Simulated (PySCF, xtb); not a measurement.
C3H7BO2. Atoms are numbered in the order given.

```xyz
13

O      2.2405     0.9623     0.1623
B      1.0140     0.4277    -0.0053
C     -0.4332     1.0596     0.0947
C     -0.9028    -0.4133     0.3256
O     -2.0339    -0.8619    -0.3818
C      0.4209    -1.0340    -0.1917
H      2.9501     0.3085     0.1036
H     -0.7024     1.8230     0.8400
H     -0.7771     1.3894    -0.9025
H     -1.0081    -0.6061     1.4129
H     -2.7918    -0.3354    -0.0942
H      0.2906    -1.2644    -1.2647
H      0.8067    -1.9312     0.3157
```

Coordinates come from a B3LYP-D3(BJ)/def2-SVP optimisation. This is a generated structure with no PubChem entry under its InChIKey; it may be hypothetical. Other conformers were not sampled.

Method: C-PCM-B3LYP/def2-SVP run with PySCF 2.14.0.

The values are the electrostatic part of the solvation free energy, E(continuum) − E(gas) at the gas-phase geometry, in a cavity of scaled van der Waals radii (PySCF's table); cavitation and dispersion terms are not included. In vacuum the orbital gap is 7.22 eV. The dipole moment in vacuum is 0.98 D.

Computed values in water (ε = 78.36), ethylethanoate (ε = 5.99), chlorobenzene (ε = 5.70):
```json
[
 {"solvent": "water", "ε": "78.36", "ΔG(elec) (kcal/mol)": "-7.3", "dipole (D)": "1.23", "gap (eV)": "7.34"},
 {"solvent": "ethylethanoate", "ε": "5.99", "ΔG(elec) (kcal/mol)": "-6.1", "dipole (D)": "1.18", "gap (eV)": "7.32"},
 {"solvent": "chlorobenzene", "ε": "5.70", "ΔG(elec) (kcal/mol)": "-6.0", "dipole (D)": "1.18", "gap (eV)": "7.32"}
]
```

For comparison, GFN2-xTB/ALPB(water) (xtb, at the GFN2-xTB geometry, all terms of that model) gives -9.2 kcal/mol.
